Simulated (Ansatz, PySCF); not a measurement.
This PySCF input computes a PBE/def2-TZVPD energy:

```python
from pyscf import gto, scf, dft

mol = gto.M(
    atom='''
    Al   -0.00000000   -0.00000000   -0.11592333
    H     0.00000000    0.00000000    1.50700331
    ''',
    basis='def2-tzvpd',
    charge=1,
    spin=1,
    symmetry='C2v',
    verbose=4,
)

mf = dft.UKS(mol, xc='pbe').density_fit(auxbasis='def2-universal-jkfit')
mf.grids.level = 3
mf.conv_tol = 1e-9
mf.max_cycle = 100
mf.max_memory = 1500
mf.kernel()
if not mf.converged:
    mf = mf.newton()
    mf.kernel(mf.make_rdm1())
mf.analyze()
```

### Question
Write an input for the same energy in Ansatz (a program for electronic structure) and say what it gives.

### Answer

Ansatz 0.2 input:
```yaml
crystal:
  periodic: [false, false, false]
  atoms:
    - {symbol: Al, position_ang: [-0.00000000, -0.00000000, -0.11592333]}
    - {symbol: H, position_ang: [0.00000000, 0.00000000, 1.50700331]}
basis:
  gaussian:
    orbitals: def2-TZVPD
hamiltonian:
  xc: {name: PBE}
total_charge: 1
magnetization: {spin_polarized: true, initial_magnetization: 1}
output: {forces: true}
```
It gives -242.53910 Eh, and PySCF -242.53912 Eh, a difference of 0.02 mEh, from the treatment of integrals and grids.
